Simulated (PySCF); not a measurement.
# Computed properties of C₃H₉NSi₂, SMILES N#C[C@@H]([SiH3])C[SiH3]

C3H9NSi2, SMILES N#C[C@@H]([SiH3])C[SiH3]. Coordinates come from a PBE0-D3(BJ)/def2-SVP optimisation. The structure was generated by enumeration; whether it is a known compound was not checked. One conformer was computed; it need not be the lowest. All values are computed for the isolated molecule unless a solvent is named; none is compared with measurement here.

**Structure.** All 39 harmonic modes at PBE0-D3(BJ)/def2-SVP (PySCF) are real, so it is a minimum. With heavy atoms numbered as in [N:1]#[C:2][C@@H:3]([SiH3:4])[CH2:5][SiH3:6], the shortest bond between them is N1–C2 at 1.159 Å and the longest C3–Si4 at 1.916 Å.

**Vibrations.** The strongest infrared lines (harmonic, unscaled, degenerate partners summed) lie at 905 cm⁻¹ (480 km/mol, H 91 %, Si 9 %), 2237 cm⁻¹ (101 km/mol, H 97 %), 2255 cm⁻¹ (96 km/mol, H 96 %). The softest mode is at 59 cm⁻¹ and the zero-point energy is 65.4 kcal/mol.

**Electronic structure.** r2SCAN/def2-TZVP (PySCF) places the frontier levels at -7.42 and -0.74 eV, a gap of 6.68 eV, and gives a dipole moment of 4.03 D and a mean polarisability of 93.6 bohr³. PBE/def2-TZVP (PySCF) at the same geometry gives -7.18 and -1.08 eV, so its gap is 0.58 eV narrower. An orbital gap is neither the optical nor the fundamental gap.

**Excitations.** TDA-PBE0/def2-SVPD (PySCF) has S1 at 6.92 eV (179 nm, f = 0.001, dark); the most intense of the 10 singlets computed lies at 7.91 eV (f = 0.20). T1 (TDA) is at 6.01 eV, 0.91 eV under S1. TDA-PBE/def2-SVPD (PySCF) puts S1 at 6.27 eV. No vertical singlet excitation falls in the visible range (under 3.1 eV).

**NMR.** GIAO shifts at PBE0/pcSseg-1 (PySCF) (non-relativistic, atoms alike by connectivity averaged): ¹³C from 10.8 to 126.6 ppm against TMS; ¹H from 1.1 to 4.4 ppm against TMS; ²⁹Si from -63.6 to -49.2 ppm against TMS.

**Solvation.** SMD-B3LYP/def2-SVP (PySCF) gives -1.0 kcal/mol in water, -4.2 kcal/mol in 1-octanol, -2.9 kcal/mol in benzene (1 M in both phases, gas-phase geometry); of these solvents 1-octanol holds the molecule best.
